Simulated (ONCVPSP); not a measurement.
# u(r) = r·R(r): atom against pseudo-atom (Ba)

Columns: radius, all-electron u(r) and pseudo u(r) of the 5s shell (level -34.26 eV) of barium in the configuration [Kr] 4d10 5s2 5p6 6s1.5 6p0.5; PBE, scalar-relativistic, ONCV scheme, ONCVPSP 4.0.1.

```tsv
r (bohr)	all-electron	pseudo
0.163	0.2111	0.1172
0.325	0.0263	0.2351
0.488	-0.4690	0.3552
0.650	-0.3665	0.4733
0.813	0.0415	0.5854
0.975	0.4453	0.6829
1.138	0.7297	0.7595
1.300	0.8801	0.8079
1.463	0.9259	0.8249
1.625	0.8991	0.8100
1.788	0.8287	0.7663
1.950	0.7370	0.7007
2.113	0.6378	0.6204
2.275	0.5416	0.5350
2.438	0.4526	0.4507
2.600	0.3742	0.3738
2.763	0.3061	0.3060
2.925	0.2489	0.2488
3.088	0.2008	0.2008
3.250	0.1615	0.1615
3.413	0.1292	0.1292
3.575	0.1032	0.1032
3.738	0.0821	0.0821
3.900	0.0653	0.0653
4.063	0.0517	0.0517
4.225	0.0410	0.0410
```

**Question.** How many radial nodes do the two functions have?

**Answer.** The all-electron 5s function has n − l − 1 = 4 (the table is too coarse to show those close to the nucleus); the pseudo-wave has 0, since the states of the same l below it are removed with the core.

**Question.** At about which radius was the pseudo-wave matched?

**Answer.** 3.10 bohr. The columns agree to 0.0005 from 2.60 bohr on; several derivatives are matched, so the curves merge somewhat inside the radius.

**Question.** Where does each function peak?

**Answer.** Outermost all-electron maximum near 1.46 bohr, pseudo maximum near 1.46 bohr (to the table’s step).

**Question.** Is the pseudo-wave norm-conserving?

**Answer.** Yes: the ONCV scheme keeps the norm inside the radius equal to the all-electron one, which fixes the energy derivative of the logarithmic derivative at the level.
